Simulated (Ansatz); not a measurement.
Abridged output of a molecular run in Ansatz:

```
Functional definition: HF
1519 factors; integrals over basis functions are off by at most 1.1e-3 eV
mean field evaluation 1: about -27669.0301 eV, gradient 5.6e1 eV
mean field evaluation 2: about -27669.3552 eV, gradient 5.7e1 eV
mean field evaluation 4: about -27675.4704 eV, gradient 6.4e0 eV
mean field evaluation 8: about -27675.6131 eV, gradient 7.9e-1 eV
mean field evaluation 16: about -27675.6155 eV, gradient 4.7e-6 eV
mean field -27675.61548732 eV, -1017.0601099531 hartree, gradient 4.7e-6 eV, S^2 0.000000; 0 other end points of the search recorded, 0 dependent functions left out
14 core orbitals not correlated: weight in the atoms' cores, before any rotation towards them, 1.000 or more for the frozen orbitals, at most 0.000 for the correlated occupied ones
reference -27675.61548732 eV, -1017.0601099531 hartree; 18, 18 occupied and 218, 218 virtual orbitals, 1519 factors
second order -31.28271998 eV of doubles, -0.00000000 eV of singles
cycle   1  -31.12092144 eV  change    1.6e-1 eV  update   1.5e-1
cycle   2  -31.82267649 eV  change   -7.0e-1 eV  update   5.9e-2
cycle   3  -32.05839384 eV  change   -2.4e-1 eV  update   3.6e-2
cycle   4  -32.08444286 eV  change   -2.6e-2 eV  update   1.4e-2
cycle   5  -32.06105237 eV  change    2.3e-2 eV  update   7.7e-3
cycle   6  -32.06375275 eV  change   -2.7e-3 eV  update   3.8e-3
cycle   7  -32.06546264 eV  change   -1.7e-3 eV  update   1.9e-3
cycle   8  -32.06441355 eV  change    1.0e-3 eV  update   8.8e-4
cycle   9  -32.06466167 eV  change   -2.5e-4 eV  update   3.2e-4
cycle  10  -32.06507060 eV  change   -4.1e-4 eV  update   1.2e-4
cycle  11  -32.06484050 eV  change    2.3e-4 eV  update   5.1e-5
cycle  12  -32.06484776 eV  change   -7.3e-6 eV  update   1.8e-5
perturbative correction -1.33508938 eV, -0.0490636297 hartree
Total energy: -27709.01542446 eV, -1018.2875350035 hartree
```

Its atoms:

Cartesian coordinates in Å:
```
N 0.7747 -1.2873 0.0078
C 0.2270 -0.2784 0.6053
O -2.0724 0.4302 -0.0139
Si -0.7069 1.0610 -0.3230
F -0.0683 0.9685 -1.7917
Cl -0.1665 2.9105 0.3538
H 0.9997 -2.1536 0.4769
H 0.9206 -1.2569 -0.9935
H 0.0921 -0.3940 1.6785
```

Q: Which basis set was used?
A. def2-TZVPP
B. def2-TZVPPD
C. def2-SVP
D. def2-QZVPP

A: A. It gives 250 functions.

Q: Write the keys of the input that set method, charge and spin (a neutral closed shell needs none for the last two).

A: 
```yaml
correlation: {method: ccsd_t}
```
